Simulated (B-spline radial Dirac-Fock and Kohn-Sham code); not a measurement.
**The L2 (2p1/2) level from Mg to Ni**

Method: relaxed Dirac-Fock hole states (ΔSCF) with Breit and QED corrections and a finite nucleus. Computed with an atomic code on a B-spline grid. Free neutral atoms, energies in eV. The model has no electron correlation. Relaxation, Breit and QED are contributions to the binding energy. "Screened" places the removed electron in the lowest shell with room, a model of an edge from the Fermi level; tabulated edges (Elam, Ravel and Sieber 2002) are for the standard state, and for monatomic gases they compare with the unscreened value. A dash: no value, or a hole state left out as unreliable.

```tsv
Z	element	binding	relaxation	Breit	QED	screened	tabulated edge
12	Mg	56.57	-5.7	-0.03	0.00	51.12	49.6
13	Al	80.99	-6.8	-0.04	0.01	73.93	72.9
14	Si	108.4	-7.9	-0.06	0.01	–	99.8
16	S	173.2	-9.6	-0.12	0.01	160.6	163.6
17	Cl	210.1	-10.6	-0.15	0.01	195.5	202
18	Ar	250.3	-11.6	-0.19	0.02	246.4	250.6
19	K	303.1	-12.3	-0.24	0.02	298.1	297.3
20	Ca	360.6	-12.7	-0.30	0.02	356.0	349.7
21	Sc	415.0	-14.7	-0.37	0.03	405.3	403.6
22	Ti	472.3	-16.4	-0.45	0.03	461.8	460.2
23	V	532.9	-18.0	-0.54	0.04	521.5	519.8
24	Cr	589.8	-21.2	-0.65	0.04	583.4	583.8
25	Mn	664.0	-20.9	-0.75	0.05	651.0	649.9
26	Fe	734.6	-22.4	-0.88	0.05	720.8	719.9
27	Co	808.6	-23.8	-1.01	0.06	794.2	793.2
28	Ni	886.2	-25.3	-1.17	0.06	871.0	870
```
